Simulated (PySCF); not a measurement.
MoS₂⁻, quartet: data card

Level of theory: UPBE0/[Mo def2-SVPD with ECP28, S def2-SVPD], scalar-relativistic core potentials, density fitting, no spin–orbit coupling, PySCF.

The structure is a minimum.

```xyz
3
charge -1 multiplicity 4, angstrom
Mo    0.0000    0.2839    0.0000
S     0.0000   -0.4395    2.0654
S     0.0000   -0.4395   -2.0654
```

```
Point group                                                                   : C2v
Bond lengths                                                                  : Mo–S 2.188 Å (×2)
Bond angles                                                                   : S–Mo–S 141.4°
Spin squared ⟨S²⟩                                                             : 3.840
Entropy at 298.15 K and 1 bar (electronic part: spin only)                    : 307.3 J/(mol K)
Rotational symmetry number                                                    : 2
Heat capacity Cp at 298.15 K                                                  : 52.3 J/(mol K)
Enthalpy at 298.15 K above 0 K                                                : 13.16 kJ/mol
Principal polarisabilities                                                    : 83.9, 97.0, 172.9 bohr³
Zero-point energy                                                             : 6.3 kJ/mol
Rotational constants                                                          : 0.8328, 0.0618, 0.05753 cm⁻¹
Highest occupied level (α)                                                    : -1.50 eV
Principal quadrupole moments (Buckingham, traceless) about the centre of mass : -22.16, 9.46, 12.70 D Å
Lowest empty level (α)                                                        : 1.83 eV
Dipole moment about the centre of mass                                        : 1.95 D
```

Harmonic modes (masses in u: Mo 97.905, S 31.972):
```tsv
symmetry	ω (cm⁻¹)	IR (km/mol)	type
a1	90	2.7	bend
a1	462	12.4	stretch
b2	496	258	stretch
```

In C2v the vibrations span 2a1 + b2. Here b1 is antisymmetric to the molecular plane and b2 lies in it.

Charges (e); Mulliken and Löwdin values are unreliable with diffuse functions:
```tsv
atom	Mulliken	Löwdin	polar tensor	spin (Mulliken)	Mayer order to Mo1
Mo1	0.53	-0.32	0.83	3.62	–
S2,3	-0.76	-0.34	-0.92	-0.31	1.54
```

Mulliken populations on Mo1 (electrons outside its core potential): s 2.71, p 6.24, d 4.51, f 0.02.

Outer orbital energies (eV). α occupied: -4.21, -3.96, -3.30, -3.19, -2.47, -2.28, -1.87, -1.50; empty: 1.83, 2.19, 3.42, 3.91. β occupied: -13.94, -13.38, -4.66, -3.80, -3.54, -2.87, -2.79, -2.50; empty: 2.00, 2.85, 2.91, 2.91.

Formally Mo is in oxidation state +3, d3, with 3 unpaired electrons (the high-spin count). The Mulliken spin on Mo is 3.62. The polar-tensor charge on Mo, 0.83, is far below the formal one.

Only a few start shapes were tried, so a lower isomer may exist. Other spin states or occupations of the open shell can lie lower. The lowest empty level of this anion is unbound, so it and the gap depend on the basis.

The final relaxation and frequency run took roughly 70 core-seconds on a shared host.
